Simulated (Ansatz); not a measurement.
CH5ClFNSi, SMILES NC[Si@H](F)Cl.

Geometry: PBE0-D3(BJ)/def2-SVP. The structure was generated by enumeration; whether it is a known compound was not checked. One conformer was computed; it need not be the lowest.

Two levels are set side by side: PBE/def2-SVPD (Ansatz, a first-principles code) and CAM-B3LYP/def2-SVPD (Ansatz). Energy differences of separate SCF runs at the same geometry; the states with an electron removed or added have multiplicity 2 and 2. Differences are taken from unrounded values.

```csv
quantity,CAM-B3LYP
vertical ionisation energy (eV),9.50
vertical singlet–triplet gap (eV),5.79
```

Task: What does PBE give, and how far is it from CAM-B3LYP? (The exact figures need the calculation; the answer reports its results.)

Result: 
| quantity | PBE | PBE minus CAM-B3LYP |
|---|---|---|
| vertical ionisation energy (eV) | 9.06 | -0.44 |
| vertical singlet–triplet gap (eV) | 5.22 | -0.57 |
